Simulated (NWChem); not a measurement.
System meant: SnH2I2; SMILES [I][SnH2][I]

Input file for NWChem:

```
start job
memory heap 200 mb stack 900 mb global 1100 mb
geometry units angstroms noautoz
  Sn     0.000000     0.000000    -1.044324
  I     -2.193468     0.000000     0.511967
  I      2.193468     0.000000     0.511967
  H      0.000000     1.441746    -1.955997
  H      0.000000    -1.441746    -1.955997
end
basis spherical
  * library def2-svp
end
dft
  xc xpbe96 cpbe96
  iterations 150
  mulliken
end
task dft energy
```

End of the output:

```
             Grid Information
             ----------------
          Grid used for XC integration:  medium
          Radial quadrature: Mura-Knowles
          Angular quadrature: Lebedev.
          Tag              B.-S. Rad. Rad. Pts. Rad. Cut. Ang. Pts.
          ---              ---------- --------- --------- ---------
          Sn                  1.45      123          10.0       590
          I                   1.40      123          12.0       590
          H                   0.35       45          10.0       434
          Grid pruning is: on
          Number of quadrature shells:   291
          Spatial weights used:  Erf1

          Convergence Information
          -----------------------
          Convergence aids based upon iterative change in
          total energy or number of iterations.
          Levelshifting, if invoked, occurs when the
          HOMO/LUMO gap drops below (HL_TOL):  1.00D-02
          DIIS, if invoked, will attempt to extrapolate
          using up to (NFOCK): 10 stored Fock matrices.

                    Damping( 0%)  Levelshifting(0.5)       DIIS
                  --------------- ------------------- ---------------
          dE  on:    start            ASAP                start
          dE off:    2 iters        150 iters           150 iters

      Screening Tolerance Information
      -------------------------------
          Density screening/tol_rho:  1.00D-10
          AO Gaussian exp screening on grid/accAOfunc:  14
          CD Gaussian exp screening on grid/accCDfunc:  20
          XC Gaussian exp screening on grid/accXCfunc:  20
          Schwarz screening/accCoul:  1.00D-08

      Superposition of Atomic Density Guess
      -------------------------------------

      charge =      50.0 Sn (Tin)

      symmetry species            s     p     d     f
      number of basis functions =10     7     6
      number of cont. functions = 4     4     2
      number of closed shells   = 5     3     2
      number of open shells     = 0     1     0
      open shell occupation     = 0     2     0
 ------------------------------------------------------------------------
 atomscf:atomd: error in atom scf                   0
 ------------------------------------------------------------------------
 ------------------------------------------------------------------------
  current input line :
    18: task dft energy
 ------------------------------------------------------------------------
 ------------------------------------------------------------------------
 This error has not yet been assigned to a category
 ------------------------------------------------------------------------
 For more information see the NWChem manual at https://nwchemgit.github.io

0:atomscf:atomd: error in atom scf:Received an Error in Communication
```

Question: What is wrong, and how is it mended?

Answer: The run crashed. Cause: the def2 basis of a heavy element holds valence functions alone and wants its effective core potential (without it all electrons must fit into that basis). This input runs:
```
start job
memory heap 200 mb stack 900 mb global 1100 mb
geometry units angstroms noautoz
  Sn     0.000000     0.000000    -1.044324
  I     -2.193468     0.000000     0.511967
  I      2.193468     0.000000     0.511967
  H      0.000000     1.441746    -1.955997
  H      0.000000    -1.441746    -1.955997
end
basis spherical
  * library def2-svp
end
ecp
  Sn library def2-ecp
  I library def2-ecp
end
dft
  xc xpbe96 cpbe96
  iterations 150
  mulliken
end
task dft energy
```
It converges to -810.93483 Ha (PBE/def2-SVP with def2 effective core potentials on Sn, I).
